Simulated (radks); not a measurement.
The numbers below are computed, except where a source is named.
Excited configurations of neutral selenium: one electron is placed in a higher orbital outside [Ar] 3d10 4s2 4p3. The ground configuration is [Ar] 3d10 4s2 4p4. Level of theory: Dirac Kohn-Sham, PBEsol, spin-unpolarised, spherical densities, finite nucleus; open shells fill j = l - 1/2 first; Fermi nuclear charge, rms radius 4.14 fm (a radial shooting solver on a logarithmic mesh with Libxc functionals). Excitation = E - E(ground); binding = E(ion) - E, where the ion is the core of charge +1; n* = 1/sqrt(2 binding) in atomic units, and the quantum defect is n - n*.

outer orbital  excitation (eV)  binding (eV)     n*  quantum defect  eigenvalue (eV)  <r> (bohr)
4d3/2                    8.838         1.822  2.732           1.268           -0.648       8.264
5p1/2                    8.280         2.380  2.391           2.609           -1.259       8.010
6f5/2                   10.213         0.448  5.514           0.486           -0.280       44.56
7s1/2                    9.673         0.987  3.712           3.288           -0.626       22.22
7d3/2                   10.128         0.532  5.058           1.942           -0.339       39.53

Estimate the row for 6p1/2.

Answer. excitation (eV) 9.377; binding (eV) 1.284; n* 3.256; quantum defect 2.744; eigenvalue (eV) -0.753; <r> (bohr) 16.13. The Delta-SCF ionisation energy is 10.660 eV (NIST Atomic Spectra Database: 9.752 eV, measured). Self-interaction in the functional shifts the binding energies and quantum defects, so they are the method's values and not measured ones. Spin polarisation and multiplet splitting are left out, so open shells lie too high by an amount that depends on their filling.

Beside tabulated values, note that spin-unpolarised runs miss the spin-polarisation part of the exchange energy of open shells.
